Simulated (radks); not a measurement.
Fractional charge and spin in the 6s shell of tungsten: the spin-up occupation runs from 0 to 1 and the spin-down occupation from 0 to 1; the fullest corner is W, [Xe] 4f14 5d(up 2, down 2) 6s(up 1, down 1). Method: scalar-relativistic Kohn-Sham, SCAN, spin-polarised, spherical densities, finite nucleus; meta-GGA in the generalised Kohn-Sham scheme; Fermi nuclear charge, rms radius of each element as measured or else 0.836 A^(1/3) + 0.57 fm; computed with a radial shooting solver on a logarithmic mesh with Libxc functionals. Energy (eV) above the fullest corner. The planes named below are the two flat planes that join the four corners, with an edge along up + down = one added electron.

down \ up,0,0.25,0.5,0.75,1
0,25.019,20.427,16.196,12.313,8.807
0.25,20.427,16.325,12.580,9.170,6.131
0.5,16.196,12.580,9.308,6.369,3.777
0.75,12.313,9.170,6.369,3.879,1.724
1,8.807,6.131,3.777,1.724,0.000

Corners above the fullest one (they belong to W+ and the next ion): (up 1, down 0) 8.807 eV, (up 0, down 1) 8.807 eV, (up 0, down 0) 25.019 eV. With half an added electron in each spin the energy lies 0.501 eV from the planes, and with half an added electron in spin up alone -0.717 eV. The planes are only a guide here: the flat-plane condition holds for ground states with one frontier orbital, while this shell lies below other occupied shells, so the corners above the fullest one are inner-hole states and not the ground states of those ions.
